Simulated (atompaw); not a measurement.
# fluorine (F): one change to a PAW (atompaw) potential, before and after

F, PAW, made with atompaw 4.2.0.5 (PBE, scalar-relativistic). Core [He], reference 2s1.75 2p5.25. Waves: 2s (bound): rc 0.70 bohr; 2s channel at -1.9 Ry: rc 0.70 bohr; 2p (bound): rc 1.65 bohr; 2p channel at -0.5 Ry: rc 1.65 bohr. Local part: bessel scheme, radius 1.65 bohr. Core correction: smooth core density matched at 1.10 bohr. Augmentation charge: sinc compensation charge, radius 1.30 bohr; PAW radius 1.65 bohr; waves and projectors: custom rrkj gramschmidtortho.

Change: all radii scaled by about 1.29 (s 0.90, p 2.12 bohr); local potential bessel scheme, radius 2.12 bohr; augmentation sinc compensation charge, radius 1.66 bohr; PAW radius 2.12 bohr; waves and projectors: custom rrkj gramschmidtortho; core correction smooth core density matched at 1.40 bohr.

Cutoffs: the cutoffs (Ry, on a coarse ladder) from which the occupation-weighted sum of valence levels, in a spherical-Bessel basis at the reference potential, stays within 10 and 1 mRy of its value at 400 Ry; they do not see the model core or the augmentation charge, which bear on the density cutoff.

**Question.** What does the change do?

**Answer.** The potential gets softer (60 Ry and 90 Ry → 30 Ry and 55 Ry); neither file shows a bound ghost. A larger radius leaves more room for a smooth pseudo-wave, so fewer plane waves are needed.

```tsv
quantity	base	changed
cutoff, loose	60 Ry	30 Ry
cutoff, tight	90 Ry	55 Ry
loose cutoff by channel (10 mRy a level)	s 50 Ry, p 25 Ry	s 25 Ry, p 12 Ry
bound ghosts	none	none
lowest overlap eigenvalue by channel	s 0.85, p 1.00	s 0.80, p 0.98
```

 The cutoffs see the waves, projectors and local potential, not the compensation charge or the core.
